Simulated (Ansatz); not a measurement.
C2H7NOSn can be A, `N=C(O)[CH2][SnH3]`, or B, `[CH3][SnH2][O]C=N`.

Gas-phase electronic energies from Ansatz, PBE0-D4/def2-TZVP geometries. CCSD(T)/CBS adds triple-zeta CCSD(T) − MP2 to the extrapolated MP2 energy (def2 sets, frozen cores). DFT in def2-TZVPP. B3LYP here is the variant with VWN-RPA as its local correlation; programs differ in this. def2 core potentials past Kr. For Sn outer-core shells are correlated without core-valence functions, which leaves a few kJ/mol of doubt a bond. Each species was taken in one conformer, which may not be the lowest.

(1) Which is lower in electronic energy at CCSD(T)/CBS, and by how much? (Best estimate.)

(2) Give E(B) − E(A) in kcal/mol with MP2/def2-TZVPP, B3LYP, HF/def2-TZVPP, CCSD(T)/def2-TZVPP, PBE-D4, PBE0-D4, CCSD/def2-TZVPP. (Estimate.)

Largest T1 diagnostic: 0.014.

Answers

(1) Computed: B, by 10.0 kcal/mol.

(2) The calculation gave: MP2/def2-TZVPP -8.6, B3LYP -9.4, HF/def2-TZVPP -8.4, CCSD(T)/def2-TZVPP -8.4, PBE-D4 -7.9, PBE0-D4 -6.5, CCSD/def2-TZVPP -7.9. None reverses the order clearly.

From PBE to PBE0 (25 % exact exchange), in def2-TZVPP and without D4, E(B) − E(A) moves by +1.4 kcal/mol.
